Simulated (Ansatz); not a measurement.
Basis-set extrapolation for CH$_{5}$BF$_{2}$OSi, SMILES `BOC[SiH](F)F` (PBE0-D4/def2-TZVP geometry, frozen core, Ansatz 0.2.0). Multiplicity 1, RHF reference.

```json
{"": "HF", "def2-TZVPP": "-628.466149", "def2-QZVPP": "-628.492265"}
{"": "MP2 correlation", "def2-TZVPP": "-1.119677", "def2-QZVPP": "-1.214618"}
{"": "CCSD(T) correlation", "def2-TZVPP": "-1.191156", "def2-QZVPP": "not run"}
```

Energies in hartree. Use E(X) = E(∞) + A·exp(−7.88·√X) for Hartree–Fock and E(X) = E(∞) + B·X^(−2.97) for correlation, with X = 3 and 4, and add CCSD(T) minus MP2 of the smaller set to the MP2 limit.

Problem. What is the CCSD(T) energy at the basis-set limit?

Solution. HF limit: -628.492265 + (-0.026116) × 0.13774 = -628.49586. MP2 limit: -1.214618 + (-0.094941) × 0.74074 = -1.28494. Higher-order term: -1.191156 − (-1.119677) = -0.07148. Total: -629.85228 hartree, 511.9 kJ/mol below CCSD(T)/def2-TZVPP.
